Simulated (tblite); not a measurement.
C₆H₇O (doublet state).
Numbering: `[C:1]#[C:2][C:3](=[O:4])[CH2:5][CH2:6][CH3:7]` (hydrogens: H8, H9 on C5; H10, H11 on C6; H12, H13, H14 on C7)

Cartesian coordinates in Å at the GFN2-xTB level; atoms count from 1:
```
atom  x, y, z in Å
C1     3.9407    0.2198   -0.8059
C2     2.8727   -0.0914   -0.3490
C3     1.6637   -0.5684    0.2862
O4     1.6528   -1.4357    1.1112
C5     0.4550    0.1747   -0.2368
C6    -0.8308   -0.3176    0.4224
C7    -2.0411    0.4359   -0.1116
H8     0.6071    1.2416   -0.0519
H9     0.4168    0.0391   -1.3211
H10   -0.9445   -1.3864    0.2326
H11   -0.7546   -0.1817    1.5027
H12   -1.9506    1.5015    0.0879
H13   -2.1404    0.2939   -1.1855
H14   -2.9476    0.0739    0.3669
```

Computed geometry: GFN2-xTB, gas phase. This method treats the open shell by occupation alone, without spin polarisation.

Masses are those of the commonest isotopes; rigid-rotor values at the optimised geometry. The values belong to one conformer with, in the numbering `[C:1]#[C:2][C:3](=[O:4])[CH2:5][CH2:6][CH3:7]`, C2–C3–C5–C6 180°, C3–C5–C6–C7 180°.

(1) What are A, B and C (GHz)?

(2) Classify the top.

(3) What does the inertial defect say?

(4) Where do the levels up to J = 4 lie, in cm⁻¹?

(5) Estimate the classical rotational partition function at 50 K, 100 K and 298.15 K.

Results:

(1) Ia = 75.42, Ib = 363.28, Ic = 429.32 u·Å²; 505379 MHz·u·Å²/I gives 6701, 1391 and 1177 MHz, that is A = 6.7009, B = 1.3912, C = 1.1772 GHz.

(2) A near-prolate asymmetric top; Ray's κ = -0.923.

(3) Not planar: Δ = Ic − Ia − Ib = -9.38 u·Å². For a rigid frame Δ = −2 Σ m c², so Σ m c² = 4.69 u·Å² lies off the ab plane, practically all of it from hydrogen. The atom farthest from that plane is 0.88 Å away.

(4) Above 0(0,0):
J = 1: 1(0,1) 0.0857, 1(1,1) 0.2628, 1(1,0) 0.2699
J = 2: 2(0,2) 0.2568, 2(1,2) 0.4270, 2(1,1) 0.4484, 2(2,1) 0.9797, 2(2,0) 0.9799
J = 3: 3(0,3) 0.5130, 3(1,3) 0.6732, 3(1,2) 0.7160, 3(2,2) 1.2367, 3(2,1) 1.2378, 3(3,1) 2.1403, 3(3,0) 2.1403
J = 4: 4(0,4) 0.8535, 4(1,4) 1.0011, 4(1,3) 1.0725, 4(2,3) 1.5793, 4(2,2) 1.5824, 4(3,2) 2.4834, 4(3,1) 2.4834, 4(4,1) 3.7478, 4(4,0) 3.7478
The levels of one J sum to (2J + 1)J(J + 1)(A + B + C)/3.

(5) Point group Cs, symmetry number σ = 1; q = (√π/σ)·√((kT/h)³/(ABC)), k/h = 20836.6 MHz/K: 18000 at 50 K, 50900 at 100 K, 262000 at 298.15 K.

For this open shell read J as N, the rotation without spin; fine and hyperfine splittings come on top. Its GFN2-xTB frequencies are all real (lowest 34 cm⁻¹). Constants of a rigid frame at the computed geometry: no zero-point averaging, no centrifugal distortion.
